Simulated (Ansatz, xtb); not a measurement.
**BrH7OSi3: which of two isomers lies lower**

Structure I is `O[SiH2][Si@@H]([SiH3])Br`, a singlet and structure II is `O[Si]([SiH3])([SiH3])Br`, a singlet. Both are isolated molecules in the gas phase, relaxed with B3LYP-D3(BJ)/def2-SVP; the shapes shown needn't be the lowest conformers.

I (Å):

```yaml
atoms:
  - { symbol: Br, position_ang: [0.0419, 3.5480, 2.4718] }
  - { symbol: O, position_ang: [-2.6613, 1.6027, 1.1081] }
  - { symbol: Si, position_ang: [-1.6824, 0.4685, 1.8485] }
  - { symbol: Si, position_ang: [0.4798, 1.4011, 1.8123] }
  - { symbol: Si, position_ang: [1.4060, 1.5842, -0.3374] }
  - { symbol: H, position_ang: [-2.4747, 2.5199, 1.3543] }
  - { symbol: H, position_ang: [-1.7758, -0.7822, 1.0496] }
  - { symbol: H, position_ang: [-2.0754, 0.1826, 3.2614] }
  - { symbol: H, position_ang: [1.4470, 0.8262, 2.7923] }
  - { symbol: H, position_ang: [2.6383, 2.4222, -0.3013] }
  - { symbol: H, position_ang: [1.7403, 0.2268, -0.8633] }
  - { symbol: H, position_ang: [0.3900, 2.2197, -1.2238] }
```

II (Å):

```xyz
12

Br    2.2925    2.3760    1.2846
O    -0.8145    3.3524    1.1424
Si    0.0646    1.9319    1.1500
Si   -0.5086    0.7900    3.1142
Si   -0.1688    0.7379   -0.8643
H    -0.6822    3.9486    0.3936
H     0.2795   -0.4754    3.1609
H    -0.1801    1.6322    4.2989
H    -1.9640    0.4589    3.1162
H     0.2539    1.6102   -2.0004
H     0.6902   -0.4802   -0.8266
H    -1.5909    0.3309   -1.0719
```

Which of the two would you expect CCSD(T)/def2-SVP + ΔMP2/def2-TZVPP electronic energies to favour?

Structure II; the calculation gives E(II) − E(I) = −2.0 kcal/mol.

The same difference at several levels:

```csv
level,geometry,E(II) − E(I) (kcal/mol),departure from the last row (kcal/mol),"job, with rough time for the two"
GFN2-xTB,GFN2-xTB,+3.6,+5.7,"optimisation, 1.3 s"
HF/STO-3G,GFN2-xTB,−0.1,+1.9,"single point, 3.2 s"
r2SCAN-D4/def2-SVP,GFN2-xTB,−0.6,+1.5,"single point, 15 s"
B3LYP-D3(BJ)/def2-SVP,B3LYP-D3(BJ)/def2-SVP,−2.1,−0.1,"optimisation, 8.3 min"
HF/def2-SVP,B3LYP-D3(BJ)/def2-SVP,−1.5,+0.6,part of the CCSD(T) run
MP2/def2-SVP,B3LYP-D3(BJ)/def2-SVP,−1.8,+0.2,part of the CCSD(T) run
CCSD(T)/def2-SVP,B3LYP-D3(BJ)/def2-SVP,−1.9,+0.1,single point
CCSD(T)/def2-SVP + ΔMP2/def2-TZVPP,B3LYP-D3(BJ)/def2-SVP,−2.0,,"single point, 3.5 min"
```

As drawn, both hold the same kinds of bond in the same numbers.

GFN2-xTB puts the two in the other order. HF/STO-3G finds them nearly level. The largest departure from CCSD(T)/def2-SVP + ΔMP2/def2-TZVPP is that of GFN2-xTB, 5.7 kcal/mol. The last row adds to CCSD(T) the change of the MP2 difference between the two basis sets, here −0.1 kcal/mol.

With thermal terms from frequencies at re-optimised GFN2-xTB minima (ideal gas, soft modes damped towards free rotors, one conformer each, 298.15 K, 1 atm): on the last row, ΔE + ΔZPE = −2.7, ΔH = −2.3, ΔG = −2.9 kcal/mol.

The correlated steps freeze 25 core orbitals; the filled d shell of Br is correlated, in a basis made for valence electrons. Mirror images aren't counted in ΔG. Codes used: Ansatz 0.2.0, xtb 6.7.1; the last row on 2 threads of AMD EPYC (Zen 3) on a shared host.
